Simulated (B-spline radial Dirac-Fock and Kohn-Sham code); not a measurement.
What relativity does to the binding energies of Sr⁷⁺

System: the Sr⁷⁺ ion in the configuration 1s2 2s2 2p6 3s2 3p6 3d10 4s2 4p1.

Both columns are ΔSCF binding energies of the configuration average from a B-spline atomic structure program: non-relativistic Hartree-Fock with a point nucleus, and Dirac-Fock with a finite nucleus and the Coulomb interaction alone, averaged over the two j levels with weights 2j+1.

| shell | Hartree-Fock (eV) | Dirac-Fock (eV) | shift (eV) | shift (%) |
| --- | --- | --- | --- | --- |
| 1s | 15945.7 | 16269.7 | +323.97 | +2.03 |
| 2s | 2273.6 | 2348.6 | +75.00 | +3.30 |
| 2p | 2070.1 | 2089.1 | +19.03 | +0.92 |
| 3s | 467.1 | 480.8 | +13.70 | +2.93 |
| 3p | 391.0 | 394.5 | +3.52 | +0.90 |
| 3d | 254.7 | 252.5 | -2.29 | -0.90 |
| 4s | 137.1 | 139.5 | +2.37 | +1.73 |
| 4p | 119.1 | 119.6 | +0.54 | +0.45 |

Relativity binds 1s, 2s, 2p, 3s, 3p, 4s, 4p more strongly, among those listed most of all 2s in relative terms, and 3d more weakly, because the contracted s and p shells screen the nucleus better.

Values without a named source are computed, but for edge energies of neutral atoms, which are taken from tables.
